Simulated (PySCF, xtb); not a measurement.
I3In, SMILES [I][In-]([I])[I], charge -1, multiplicity 2.

Harmonic wavenumbers (cm⁻¹) from GFN2-xTB (xtb) at its own minimum, in rising order: 36, 36, 40, 133, 158, 158.

Question: What does PBE-D3(BJ)/def2-SVPD in PySCF give at its own minimum? (An estimate is asked for; the answer gives what the named calculation found.)

Answer: 31, 31, 39, 117, 149, 149. Paired by order, the mean absolute difference is 7 cm⁻¹ and the zero-point energies are 0.8 and 0.7 kcal/mol.
